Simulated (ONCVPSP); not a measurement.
u(r) = r·R(r): atom against pseudo-atom (tin)

Columns: radius, all-electron u(r) and pseudo u(r) of the 4p shell (level -89.56 eV) of tin in the configuration [Ar] 3d10 4s2 4p6 4d10 5s2 5p2; PBEsol, scalar-relativistic, ONCV scheme, ONCVPSP 4.0.1.

```json
{"r (bohr)": "0.089", "all-electron": "0.3519", "pseudo": "0.0414"}
{"r (bohr)": "0.178", "all-electron": "-0.4289", "pseudo": "0.1586"}
{"r (bohr)": "0.267", "all-electron": "-0.6605", "pseudo": "0.3333"}
{"r (bohr)": "0.356", "all-electron": "-0.3025", "pseudo": "0.5388"}
{"r (bohr)": "0.445", "all-electron": "0.2397", "pseudo": "0.7456"}
{"r (bohr)": "0.534", "all-electron": "0.7124", "pseudo": "0.9265"}
{"r (bohr)": "0.623", "all-electron": "1.0278", "pseudo": "1.0611"}
{"r (bohr)": "0.712", "all-electron": "1.1856", "pseudo": "1.1380"}
{"r (bohr)": "0.801", "all-electron": "1.2211", "pseudo": "1.1560"}
{"r (bohr)": "0.890", "all-electron": "1.1743", "pseudo": "1.1215"}
{"r (bohr)": "0.979", "all-electron": "1.0798", "pseudo": "1.0466"}
{"r (bohr)": "1.068", "all-electron": "0.9624", "pseudo": "0.9457"}
{"r (bohr)": "1.157", "all-electron": "0.8388", "pseudo": "0.8322"}
{"r (bohr)": "1.246", "all-electron": "0.7190", "pseudo": "0.7171"}
{"r (bohr)": "1.335", "all-electron": "0.6086", "pseudo": "0.6082"}
{"r (bohr)": "1.424", "all-electron": "0.5101", "pseudo": "0.5100"}
{"r (bohr)": "1.513", "all-electron": "0.4242", "pseudo": "0.4241"}
{"r (bohr)": "1.602", "all-electron": "0.3507", "pseudo": "0.3506"}
{"r (bohr)": "1.691", "all-electron": "0.2884", "pseudo": "0.2884"}
{"r (bohr)": "1.780", "all-electron": "0.2363", "pseudo": "0.2362"}
{"r (bohr)": "1.869", "all-electron": "0.1929", "pseudo": "0.1929"}
{"r (bohr)": "1.958", "all-electron": "0.1571", "pseudo": "0.1571"}
{"r (bohr)": "2.047", "all-electron": "0.1276", "pseudo": "0.1276"}
{"r (bohr)": "2.136", "all-electron": "0.1035", "pseudo": "0.1035"}
{"r (bohr)": "2.225", "all-electron": "0.0837", "pseudo": "0.0837"}
{"r (bohr)": "2.314", "all-electron": "0.0677", "pseudo": "0.0677"}
```

**Question.** How many radial nodes do the two functions have?

**Answer.** The all-electron 4p function has n − l − 1 = 2; the pseudo-wave has 0, since the states of the same l below it are removed with the core.

**Question.** At about which radius was the pseudo-wave matched?

**Answer.** 1.46 bohr. The columns agree to 0.0005 from 1.33 bohr on; several derivatives are matched, so the curves merge somewhat inside the radius.

**Question.** Is the pseudo-wave norm-conserving?

**Answer.** Yes: the ONCV scheme keeps the norm inside the radius equal to the all-electron one, which fixes the energy derivative of the logarithmic derivative at the level.
